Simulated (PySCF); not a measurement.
**Adding and removing an electron: CaTl**

ROHF-SCS-MP2; Ca def2-SVP, Tl def2-SVP with ECP60; scalar-relativistic core potentials (PySCF 2.14). Neutral (ROHF): doublet (π ↑), Re = 3.518 Å, ωe = 78.9 cm⁻¹, De = 0.24 eV.

CaTl⁺ (RHF): singlet (closed shell), Re = 3.771 Å, ωe = 94.0 cm⁻¹. The energies at the minima are -848.35138 hartree for CaTl and -848.18663 for CaTl⁺.

Problem. Work out the adiabatic ionisation energy, without and with harmonic zero-point energies (1 hartree = 27.2114 eV, 1 eV = 8065.5 cm⁻¹), and the change of the bond length.

Solution. At SCS-MP2: 0.16475 hartree = 4.483 eV between the minima; the zero-point term (94.0 − 78.9)/2 cm⁻¹ = +0.001 eV makes it 4.484 eV. Re changes by +25.3 pm against the neutral. The electron leaves a π orbital, and the longer bond of the ion fits a bonding orbital, or a change in how ionic the bond is.

Correlated steps freeze 9 core orbitals. Weak bonds: CaTl. Basis-set superposition, not corrected here, can be much of De in a small basis, most of all at correlated wavefunction levels. Spin–orbit coupling is left out, which matters for elements this heavy, above all for dissociation energies. States were picked by a PBE0 search and need not be the measured ground states.
